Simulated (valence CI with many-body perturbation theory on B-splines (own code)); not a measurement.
Values are calculated unless marked as measured or tabulated.
## Dy¹⁶⁺: magnetic and hyperfine properties of the levels

Method: relativistic CI+MBPT: four valence electrons over a frozen Dirac-Fock core [Kr] 4d10, radial functions for each j: 8 s, 8 p, 9 d, 9 f, 6 g, 3 h, 2 i, with the one-electron correlation potential Σ1 (screened to all orders), the two-electron term Σ2, the three-electron term Σ3, Breit, model QED; selected single and double excitations, second order for the rest, scaled by the run's own slope (own B-spline code, finite nucleus).

No measured levels were compared; by estimate terms of the open shell hold to a few per cent of their energy, and close levels can change places. Core correlation moves these levels by up to 3400 cm⁻¹, and in measured spectra 5 to 20 % of such shifts remained as error; rates that hang on mixing are uncertain with them. Only levels of the ground parity were solved; by the run's estimate the other parity begins above the list, which can be wrong where configurations are misplaced.

A/g_I is the dipole constant over the nuclear g factor μ/I (μ in nuclear magnetons, uniformly magnetised nucleus), B/Q the quadrupole constant per barn. Both hold the static response of the core; the bare values leave it out. Large factors of s and p1/2 electrons are usually good to 5 to 10 %; those of open d and f shells near neutrality can be off by tens of per cent, and small factors of p3/2, d and f electrons come from cancelling terms and can be off by a factor of two or in sign, in half-filled shells by more. B is blank for J = 1/2, where it vanishes, and for nearly pure S terms. Energies count from the lowest level. Levels with J = 0 are left out.

Names give the largest LS component (configuration and term), which can be under half, so a name can repeat, a term be missing and a line seem to break the LS rules; names also repeat where a configuration has a term twice. Letters in brackets count levels of one name in rising energy.

| Level | E (eV) | g | A/g_I (MHz) | A/g_I bare | B/Q (MHz/b) | B/Q bare |
| --- | --- | --- | --- | --- | --- | --- |
| 4f4 5I_4 | 0.0000 | 0.611 | 2280 | 1890 | -919 | -754 |
| 4f4 5I_5 | 0.5512 | 0.902 | 1520 | 1480 | -833 | -698 |
| 4f4 5I_6 | 1.112 | 1.067 | 1110 | 1270 | -811 | -694 |
| 4f4 5I_7 | 1.663 | 1.169 | 868 | 1150 | -821 | -715 |
| 4f4 5I_8 | 2.197 | 1.234 | 726 | 1100 | -854 | -755 |
| 4f4 5F_1 | 3.056 | 0.048 | 4190 | 3260 | 324 | 269 |
| 4f4 5F_2 | 3.124 | 1.020 | 1480 | 1640 | 636 | 531 |
| 4f4 5F_3 | 3.464 | 1.225 | 776 | 1140 | 331 | 266 |
| 4f4 5F_4 [a] | 3.621 | 1.173 | 976 | 1300 | -828 | -705 |
| 4f4 5S_2 | 3.638 | 1.893 | -1020 | 115 | -50.3 | -56.3 |
| 4f4 3K_6 | 3.950 | 0.863 | 1640 | 1550 | 275 | 245 |
| 4f4 5F_5 | 4.189 | 1.337 | 413 | 891 | 356 | 266 |
| 4f4 5G_2 | 4.205 | 0.410 | 2840 | 2220 | -337 | -271 |
| 4f4 5F_4 [b] | 4.222 | 1.087 | 1060 | 1240 | 314 | 262 |
| 4f4 3K_7 | 4.294 | 0.983 | 1340 | 1410 | 877 | 722 |
| 4f4 5G_3 | 4.351 | 0.885 | 1670 | 1630 | 50.1 | 56.9 |
| 4f4 3K_8 | 4.715 | 1.061 | 1160 | 1320 | 1390 | 1130 |
| 4f4 3H_5 [a] | 4.986 | 1.170 | 801 | 1070 | 111 | 79.7 |
| 4f4 5G_4 | 5.105 | 1.061 | 1150 | 1310 | -171 | -137 |
| 4f4 3G_3 [a] | 5.323 | 0.825 | 1710 | 1570 | -907 | -756 |
| 4f4 3D_2 | 5.410 | 1.189 | 850 | 1170 | 714 | 605 |
| 4f4 5G_5 | 5.721 | 1.178 | 859 | 1160 | -334 | -284 |
| 4f4 3L_7 | 5.728 | 0.919 | 1420 | 1380 | 1050 | 894 |
| 4f4 3P_1 | 5.780 | 1.019 | 1560 | 1750 | -44.4 | -42.5 |
| 4f4 5G_6 | 5.818 | 1.258 | 571 | 943 | -517 | -466 |
| 4f4 3M_8 | 6.017 | 1.006 | 1210 | 1290 | 1940 | 1610 |
| 4f4 3L_8 | 6.067 | 0.979 | 1350 | 1400 | 1990 | 1660 |
| 4f4 3L_9 | 6.159 | 1.070 | 1120 | 1290 | 2770 | 2280 |
| 4f4 1D_2 [a] | 6.208 | 1.022 | 1040 | 1100 | -429 | -371 |
| 4f4 3G_4 [a] | 6.253 | 1.092 | 1060 | 1250 | -1040 | -864 |
| 4f4 3D_3 | 6.270 | 1.282 | 394 | 766 | 808 | 669 |
| 4f4 3H_6 [a] | 6.342 | 1.219 | 768 | 1120 | -591 | -509 |
| 4f4 3F_4 [a] | 6.573 | 1.149 | 835 | 1070 | -772 | -658 |
| 4f4 3I_5 | 6.691 | 0.912 | 1440 | 1400 | 426 | 344 |
| 4f4 3F_2 [a] | 6.985 | 0.714 | 2390 | 2230 | 677 | 580 |
| 4f4 3D_1 | 7.062 | 0.976 | 1800 | 1970 | 154 | 136 |
| 4f4 3G_5 [a] | 7.144 | 1.129 | 912 | 1130 | -487 | -419 |
| 4f4 3F_2 [b] | 7.217 | 1.119 | 557 | 665 | 18.2 | 18.1 |

Q: Take the isotope of mass number 163, with I = 5/2, μ = 0.671 μN and Q = 2.65 b. What is the hyperfine structure of 4f4 5I_4?

A: From the table A = 611 MHz, B = -2430 MHz. Shifts from the centre of gravity in MHz: F = 3/2: -8830, F = 5/2: -6590, F = 7/2: -3720, F = 9/2: -502, F = 11/2: 2720, F = 13/2: 5500.
